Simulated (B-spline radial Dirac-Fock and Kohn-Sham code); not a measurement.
## The N5 (4d5/2) level from Er to Bi

The computed values come from a radial atomic solver: Dirac-Fock (average of configuration) total-energy differences with a finite nucleus, the Breit interaction including its frequency dependence, and self-energy and vacuum-polarisation corrections. Free neutral atoms, energies in eV. Electron correlation is not included. Relaxation, Breit and QED are contributions to the binding energy. "Screened" places the removed electron in the lowest shell with room, a model of an edge from the Fermi level; tabulated edges (Elam, Ravel and Sieber 2002) are for the standard state, and for monatomic gases they compare with the unscreened value. A dash: no value, or a hole state left out as unreliable.

| Z | element | binding | relaxation | Breit | QED | screened | tabulated edge |
| --- | --- | --- | --- | --- | --- | --- | --- |
| 68 | Er | 176.6 | -11.0 | -0.11 | 0.03 | 171.9 | 167.6 |
| 69 | Tm | 183.4 | -11.3 | -0.13 | 0.03 | 178.8 | 175.5 |
| 70 | Yb | 190.2 | -11.6 | -0.14 | 0.03 | 185.7 | 182.4 |
| 71 | Lu | 205.7 | -11.8 | -0.14 | 0.04 | 200.1 | 196.3 |
| 72 | Hf | 221.7 | -11.9 | -0.15 | 0.04 | 215.0 | 211.5 |
| 73 | Ta | 238.3 | -12.0 | -0.15 | 0.04 | 230.6 | 226.4 |
| 74 | W | 255.4 | -12.1 | -0.16 | 0.05 | 246.6 | 243.5 |
| 75 | Re | 273.1 | -12.3 | -0.18 | 0.05 | 263.2 | 260.5 |
| 76 | Os | 291.2 | -12.5 | -0.19 | 0.05 | 280.3 | 278.5 |
| 77 | Ir | 309.9 | -12.7 | -0.20 | 0.05 | – | 296.3 |
| 79 | Au | 344.8 | -13.4 | -0.24 | 0.05 | 336.5 | 335.1 |
| 80 | Hg | 368.9 | -13.3 | -0.25 | 0.06 | 363.9 | 358.8 |
| 81 | Tl | 395.8 | -13.4 | -0.27 | 0.07 | 389.7 | 385 |
| 82 | Pb | 423.5 | -13.5 | -0.29 | 0.07 | 416.2 | 412.2 |
| 83 | Bi | 452.0 | -13.5 | -0.31 | 0.08 | 443.4 | 440.1 |

Task: With what power of Z do the binding energy and the Breit term grow over this range?

Result: Between the end points the binding energy grows as Z^4.71 and the Breit term as Z^5.00.
